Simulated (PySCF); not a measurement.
This PySCF input asks for the NMR shieldings of SMILES B[SiH2]N[SiH2]NC(C)C, C₃H₁₅BN₂Si₂; the geometry comes from GFN2-xTB.

```python
import basis_set_exchange as bse
import numpy as np
from pyscf import gto, dft
from pyscf.prop import nmr

atoms = """
B     3.670728    1.101482   -0.835381
Si    3.458278   -0.766271   -0.306403
N     1.835918   -0.878003    0.318167
Si    0.482535    0.056679   -0.201193
N    -0.736852   -0.256446    0.962227
C    -2.138221    0.067352    0.819642
C    -2.884638   -1.007454    0.021540
C    -2.307679    1.431104    0.165191
H     3.340491    1.475916   -1.893337
H     4.148326    1.897932   -0.123734
H     4.282007   -1.304527    0.796550
H     3.633089   -1.774082   -1.382399
H     1.618630   -1.734438    0.802687
H     0.110455   -0.277426   -1.590270
H     0.895470    1.466756   -0.140588
H    -0.605508   -1.063901    1.553369
H    -2.570480    0.113928    1.831065
H    -2.467939   -1.069647   -0.980659
H    -2.779243   -1.979679    0.498888
H    -3.943274   -0.769048   -0.047950
H    -3.355207    1.722033    0.174933
H    -1.730587    2.176420    0.704025
H    -1.961052    1.398302   -0.863356
"""
names = dict.fromkeys(["B", "Si", "N", "C", "H"], "pcSseg-1")
basis = {el: gto.basis.parse(bse.get_basis(n, elements=[el], fmt="nwchem")) for el, n in names.items()}
mol = gto.M(atom=atoms, basis=basis, charge=0, verbose=0)
mf = dft.RKS(mol, xc="PBE0")
mf.grids.level = 2
mf.grids.alignment = dft.numint.BLKSIZE   # the property module wants whole blocks of grid points
mf.conv_tol = 1e-9
mf.kernel()

calc = nmr.RKS(mf)   # GIAO
C = mf.mo_coeff
Co = C[:, mf.mo_occ > 0]
resp = mf.gen_response(singlet=True, hermi=2)
def vind(x):   # induced exchange potential for any number of trial vectors
    d = np.einsum("pi,xij,qj->xpq", C, 2 * x.reshape(-1, C.shape[1], Co.shape[1]), Co, optimize=True)
    return np.einsum("xpq,pi,qj->xij", resp(d - d.transpose(0, 2, 1)), C, Co, optimize=True).ravel()
mo1, _ = nmr.rhf.solve_mo1(calc, with_cphf=vind)
sigma = calc.kernel(mo1)
for i, s in enumerate(sigma):   # ppm
    w = np.linalg.eigvalsh((s + s.T) / 2)
    print("%2d %-2s iso %8.1f  s11 %8.1f  s22 %8.1f  s33 %8.1f" % (i, mol.atom_pure_symbol(i), w.mean(), *w))
```

Task: Give the expected output.

Result: 
```
 0 B  iso    -12.5  s11   -130.4  s22    -61.6  s33    154.6
 1 Si iso    411.2  s11    362.9  s22    411.9  s33    458.8
 2 N  iso    271.5  s11    231.8  s22    268.4  s33    314.2
 3 Si iso    386.8  s11    354.7  s22    375.4  s33    430.4
 4 N  iso    214.6  s11    160.2  s22    203.5  s33    280.0
 5 C  iso    138.8  s11    120.9  s22    135.2  s33    160.3
 6 C  iso    157.5  s11    135.7  s22    152.0  s33    184.9
 7 C  iso    162.0  s11    146.9  s22    153.6  s33    185.5
 8 H  iso     21.1  s11      7.6  s22     25.9  s33     29.9
 9 H  iso     21.1  s11      8.3  s22     26.0  s33     29.2
10 H  iso     26.6  s11     22.9  s22     25.0  s33     31.9
11 H  iso     26.5  s11     22.8  s22     25.0  s33     31.7
12 H  iso     32.8  s11     23.0  s22     32.1  s33     43.4
13 H  iso     26.0  s11     22.0  s22     26.1  s33     29.7
14 H  iso     27.4  s11     23.1  s22     27.5  s33     31.4
15 H  iso     31.8  s11     22.9  s22     31.8  s33     40.5
16 H  iso     28.5  s11     24.3  s22     27.0  s33     34.1
17 H  iso     30.4  s11     27.4  s22     29.8  s33     34.0
18 H  iso     30.7  s11     27.1  s22     28.6  s33     36.3
19 H  iso     30.7  s11     26.2  s22     28.3  s33     37.7
20 H  iso     30.5  s11     26.3  s22     28.0  s33     37.3
21 H  iso     30.2  s11     26.2  s22     28.2  s33     36.0
22 H  iso     30.8  s11     27.7  s22     30.0  s33     34.8
```

These numbers come from an equivalent density-fitted implementation of the same equations, which agrees with the script to about 0.01 ppm for H and up to a few tenths of a ppm for heavy atoms, so last digits may differ.

Size and cost of the density-fitted run: 225 basis functions, 99 s wall time on 1 thread of an Arm Neoverse N1, shared host; peak memory 0.95 GiB.
